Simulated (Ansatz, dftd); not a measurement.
System: CClF3, charge 0, singlet. CClF3 (SMILES FC(F)(F)Cl).
B3LYP-D3(BJ)/def2-TZVP minimum from Ansatz (a program for electronic structure):
```
C
F 1 1.3301
F 1 1.3301 2 108.66
F 1 1.3301 2 108.66 3 -118.07
Cl 1 1.7698 2 110.27 3 120.96
```

Wanted: atomisation energy (electronic, to ground-state atoms), in kcal/mol. Radicals and triplets start from unrestricted determinants; spin-orbit coupling is neglected. Cores are frozen in correlated methods. Rows without X2C or -DK are non-relativistic. CBS(X,Y): correlation extrapolated as X^-3, Hartree-Fock from the larger set (Q,5: extrapolated as (X+1)exp(-9√X)). A bracket is a step between two methods taken in the basis named. The functionals are non-relativistic, so their misses hold any scalar relativity. Double hybrids freeze cores in their MP2 part. '+ core + X2C': CCSD(T) terms for core correlation (cc-pwCVTZ, 1s frozen past Ne) and scalar relativity (cc-pVTZ-DK).

```tsv
level	program	atomisation energy (kcal/mol)
CAM-B3LYP-D3(BJ)/def2-TZVPD	Ansatz + dftd3	433.3
B2PLYP-D3(BJ)/def2-TZVPD	Ansatz + dftd3	427.4
CCSD(T)/cc-pV(D+d)Z	Ansatz	388.6
CCSD(T)/CBS(cc-pV(T+d)Z,cc-pV(Q+d)Z)	Ansatz	433.4
```

Problem. What does CCSD(T)/CBS(cc-pV(Q+d)Z,cc-pV(5+d)Z) + [CCSDT(Q) - CCSD(T)]/cc-pV(D+d)Z + core + X2C (Ansatz) give?

Solution. 435.1 kcal/mol; the difference of CCSD(T)/CBS(cc-pV(T+d)Z,cc-pV(Q+d)Z) is -1.7 kcal/mol.
